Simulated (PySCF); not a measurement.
The second ionisation energy along the 4d series

Calculated with PySCF 2.14 from differences of total energies of unrestricted determinants, without spin-orbit coupling. Values in eV. The last column holds reference values (NIST; (s) semi-empirical, (t) theoretical, else measured). Unmarked ones compare directly (S terms, centres of terms, or small fine structure); those marked * lie between the lowest fine-structure levels and include a spin-orbit shift.

```csv
element,configurations,LDA,PBE,PBE0,MP2 (valence),SCS-MP2 (valence and next inner shell),CCSD(T) (valence and next inner shell),reference
"Zr (x2c-TZVPPall with one added diffuse shell each of s, p, d, f type, spin-free X2C)",[Kr] 4d2 5s1 → [Kr] 4d2,13.630,13.386,13.171,12.504,12.773,12.978,13.13 *
"Nb (x2c-TZVPPall with one added diffuse shell each of s, p, d, f type, spin-free X2C)",[Kr] 4d4 → [Kr] 4d3,14.875,14.597,14.388,13.610,13.722,14.009,14.32 (s) *
"Mo (x2c-TZVPPall with one added diffuse shell each of s, p, d, f type, spin-free X2C)",[Kr] 4d5 → [Kr] 4d4,16.717,16.494,16.336,15.747,15.719,16.011,16.16 ± 0.12 (s) *
"Tc (x2c-TZVPPall with one added diffuse shell each of s, p, d, f type, spin-free X2C)",[Kr] 4d5 5s1 → [Kr] 4d5,15.862,15.569,15.302,14.803,14.812,15.114,15.26 (s)
"Ru (x2c-TZVPPall with one added diffuse shell each of s, p, d, f type, spin-free X2C)",[Kr] 4d7 → [Kr] 4d6,17.313,17.035,16.772,16.342,16.432,16.390,16.76 ± 0.06 (s) *
"Rh (x2c-TZVPPall with one added diffuse shell each of s, p, d, f type, spin-free X2C)",[Kr] 4d8 → [Kr] 4d7,18.858,18.477,18.179,17.868,17.890,17.813,18.08 (s) *
"Pd (x2c-TZVPPall with one added diffuse shell each of s, p, d, f type, spin-free X2C)",[Kr] 4d9 → [Kr] 4d8,20.332,19.833,19.526,19.421,19.339,19.247,19.43 ± 0.12 (s) *
"Ag (x2c-TZVPPall with one added diffuse shell each of s, p, d, f type, spin-free X2C)",[Kr] 4d10 → [Kr] 4d9,22.328,21.883,21.631,21.793,21.564,21.429,21.484 *
"Cd (x2c-TZVPPall with one added diffuse shell each of s, p, d, f type, spin-free X2C)",[Kr] 4d10 5s1 → [Kr] 4d10,17.692,17.320,16.994,16.761,16.664,16.747,16.908
```

"Valence" correlates the outer s and p shells and, in groups 3 to 12 and the f block, the outer d or f shell, open or full, or the next shell where the ion has no valence electron left; the wider scheme adds the next inner shell.
